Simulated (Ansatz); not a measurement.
Reaction (cleavage of the Si–B bond): `[SiH3]O[SiH2]BS` + H₂S → `[SiH3]O[SiH2]S` + `BS`

Calculated with Ansatz (gas phase, PBE0-D4/def2-TZVP geometries, no zero-point term in ΔE). CCSD(T)/CBS adds triple-zeta CCSD(T) − MP2 to the extrapolated MP2 energy (def2 sets, frozen cores). This one scheme is used for every species. DFT in def2-TZVPP. Each species was taken in one conformer, which may not be the lowest.

CCSD(T)/CBS gives -76.4 kJ/mol.

(1) Another level gave -78.4 kJ/mol. Which?
A. r2SCAN0-D4/def2-TZVPP
B. MP2/def2-TZVPP
C. LDA (SPW92)/def2-TZVPP
D. BLYP-D4/def2-TZVPP

Largest T1 diagnostic among the species: 0.015.

Results:

(1) A. r2SCAN0-D4 -78.4, LDA (SPW92) -64.9, BLYP-D4 -71.3, MP2/def2-TZVPP -82.7 kJ/mol.

From PBE to PBE0 (25 % exact exchange), in def2-TZVPP and without D4, ΔE moves by −4.1 kJ/mol. Leaving LDA and LC-ωPBE aside and taking each functional with its dispersion term where it has one, the values, not all of them listed here, spread over 11.1 kJ/mol, from BHLYP-D4 to PBE-D4. LDA lies +5.0 kJ/mol from PBE without D4.
